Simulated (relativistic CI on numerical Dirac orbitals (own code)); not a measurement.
## Ligand-field terms of d4

Computed with a parametric ligand-field model of a d^n configuration (Racah B and C, spin-orbit zeta, crystal field), exact diagonalisation.

Field parameters in Wybourne normalisation: Oh B⁴₀ = 21Dq, B⁴₄ = √(5/14) B⁴₀. The field is a parameter set, without covalency.

Problem. Ground term and bands for B = 830, C = 3210, ζ = 0 cm⁻¹, Oh, 10Dq = 4800 cm⁻¹?

Solution. Ground term 5E with 1.00 electrons in the two orbitals of the cubic e set. Spin-allowed: 5T2 4800 cm⁻¹ (2083 nm). Lowest spin-forbidden: 3T1 13566 cm⁻¹ (737 nm), 3E 16686 cm⁻¹ (599 nm), 3T1 17708 cm⁻¹ (565 nm).

Problem. A d4 ion in Oh symmetry has the ground term 3T1 and bands at 1T2 4103 cm⁻¹ (2437 nm), 1E 4386 cm⁻¹ (2280 nm), 1A1 9939 cm⁻¹ (1006 nm), 3E 28428 cm⁻¹ (352 nm), 3T1 28749 cm⁻¹ (348 nm), 3T2 29130 cm⁻¹ (343 nm), 3A1 29616 cm⁻¹ (338 nm). Which parameters reproduce them?

Solution. B = 310, C = 1300, ζ = 0 cm⁻¹, Oh, 10Dq = 29800 cm⁻¹.

Problem. Ground term and bands for B = 420, C = 1970, ζ = 0 cm⁻¹, Oh, 10Dq = 6700 cm⁻¹?

Solution. Ground term 5E with 1.00 electrons in the two orbitals of the cubic e set. Spin-allowed: 5T2 6700 cm⁻¹ (1493 nm). Lowest spin-forbidden: 3T1 4665 cm⁻¹ (2144 nm), 1T2 9899 cm⁻¹ (1010 nm), 3E 9951 cm⁻¹ (1005 nm).

Problem. Ground term and bands for B = 900, C = 4530, ζ = 0 cm⁻¹, Oh, 10Dq = 17950 cm⁻¹?

Solution. Ground term 5E with 1.00 electrons in the two orbitals of the cubic e set. Spin-allowed: 5T2 17950 cm⁻¹ (557 nm). Lowest spin-forbidden: 3T1 8079 cm⁻¹ (1238 nm), 1T2 20124 cm⁻¹ (497 nm), 1E 21208 cm⁻¹ (472 nm).

Problem. Ground term and bands for B = 990, C = 5100, ζ = 0 cm⁻¹, Oh, 10Dq = 22750 cm⁻¹?

Solution. Ground term 5E with 1.00 electrons in the two orbitals of the cubic e set. Spin-allowed: 5T2 22750 cm⁻¹ (440 nm). Lowest spin-forbidden: 3T1 6605 cm⁻¹ (1514 nm), 1T2 20231 cm⁻¹ (494 nm), 1E 21467 cm⁻¹ (466 nm).
